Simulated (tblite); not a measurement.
Q: Write a Z-matrix for `[SiH3]O[C@@H](CCl)[Si](Cl)(Cl)Cl` as optimised with GFN2-xTB.

A: 
Z-matrix in Å and degrees, rows numbered from 1:
```
Si
O   1  1.6283
C   2  1.4058  1  129.18
C   3  1.5253  2  108.13  1    90.47
Cl  4  1.7718  3  110.60  2   178.80
Si  3  1.9332  2  106.08  1  -146.22
Cl  6  2.0124  3  108.41  2   -80.46
Cl  6  2.0097  3  106.98  2    38.23
Cl  6  2.0170  3  111.04  2   157.45
H   1  1.4508  2   98.08  3   178.65
H   1  1.4666  2  111.18  3   -61.57
H   1  1.4651  2  110.13  3    58.22
H   3  1.0978  2  109.77  1   -27.27
H   4  1.0907  3  110.29  2   -61.85
H   4  1.0902  3  110.44  2    59.42
```

O2 (silyl ether oxygen) is bent (angle 129.2°). Si1 (oxygen-bound silicon) is distorted tetrahedral (angles from 98.1° to 115.0°). Si6 (chlorine-bound silicon) is tetrahedral (angles from 107.0° to 111.0°). Of the pairs four or more bonds apart, Si1···H14 is among the closest relative to their van der Waals radii: 3.26 Å, 99 % of the sum of Bondi's values.

Computed geometry: GFN2-xTB, gas phase.

Point group: C1 (no symmetry element, even within 0.4 Å). Its lowest GFN2-xTB frequency is 15 cm⁻¹, too small to tell a flat minimum from a shallow saddle. The numbers are those of one conformer (Si1–O2–C3–C4 90°, O2–C3–C4–Cl5 179°). 3 starts were optimised and ended at 0.00, 0.18 and 0.37 kcal/mol (GFN2-xTB); the lowest of these is shown.

The run took 2.9 s on an Arm Neoverse V1 with one thread, no GPU, shared host with 32 logical CPUs at a one-minute load of 18. These figures are those of the optimisation.
